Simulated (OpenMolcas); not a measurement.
Rh2+ (d7) among equal point charges was computed by CASSCF with the d shell active (OpenMolcas, ANO-RCC-VDZP on the metal). Its lowest spin-free states, and all those of the highest spin:

| 2S+1 | Degeneracy | E (cm-1) |
| --- | --- | --- |
| 2 | 2 | 0.0 |
| 4 | 2 | 3508 |
| 4 | 1 | 4522 |
| 2 | 2 | 7200 |
| 4 | 2 | 7292 |
| 4 | 1 | 15387 |
| 2 | 2 | 19684 |
| 2 | 2 | 19755 |
| 2 | 1 | 20607 |
| 2 | 1 | 21713 |
| 2 | 2 | 21893 |
| 2 | 2 | 25200 |
| 4 | 2 | 28870 |
| 4 | 2 | 39821 |

Q: Is the site octahedral, tetrahedral or cube-like, axial, or of lower symmetry?

A: The states with 2S+1 = 4 have orbital degeneracies 2, 1, 2, 1, 2, 2. There are pairs but no triples, so the site is axial: not cubic, but with a proper or improper axis of order three or more. The run had Rh2+ among 5 point charges of -2 e arranged as a trigonal bipyramid (D3h), 1.81 Å from the ion, with the axial distance 1.629 Å. The active orbitals were held to one l.

An orbital doublet at a regular site is open to a Jahn-Teller distortion, which this geometry leaves out. Without dynamic correlation the repulsion within the d shell is too large (B by tens of per cent), so at a given field states of lower spin stand too high. This shell can be high or low spin here, a state of another spin lies low, and with metal d orbitals alone active their balance is uncertain, so the ground spin may be wrong, although the usual error favours high spin. Point charges carry no covalency, so the field is a model and not that of real ligands. An unlabelled pair can be two single states that coincide in this model. No measured value stands beside these numbers.
